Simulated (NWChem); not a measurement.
C₃H₄F₂O; SMILES FC1(F)CCO1

```xyz
10

F     -0.0322    -1.2141     1.0862
C      0.0048    -0.3984     0.0000
F     -0.0322    -1.2141    -1.0862
C      1.0865     0.6866     0.0000
C     -0.1209     1.6427     0.0000
O     -1.0478     0.5152     0.0000
H      1.7127     0.6919     0.9098
H      1.7127     0.6919    -0.9098
H     -0.2482     2.2674     0.9079
H     -0.2482     2.2674    -0.9079
```
Atoms are numbered in this order, from 1.

Program: NWChem. Pople sets run with spherical d functions. Coordinates come from a PBE-D3(BJ)/def2-SVP optimisation. B3LYP is NWChem's, with the RPA form of VWN correlation. Atomic charges in e: unrestrained fits to the electrostatic potential beside Mulliken populations; buried atoms are poorly determined by the fit.

For level Hartree-Fock/6-31G*:

```
Quantity     Result
-----------  ------
Mulliken F1   -0.43
Mulliken C2    1.25
Mulliken F3   -0.43
Mulliken C4   -0.55
Mulliken C5    0.02
```

### Question
What are these values for level B3LYP/def2-SVP?

### Answer
| Item | Value |
|---|---|
| Mulliken F1 | -0.19 |
| Mulliken C2 | 0.41 |
| Mulliken F3 | -0.19 |
| Mulliken C4 | -0.07 |
| Mulliken C5 | 0.19 |
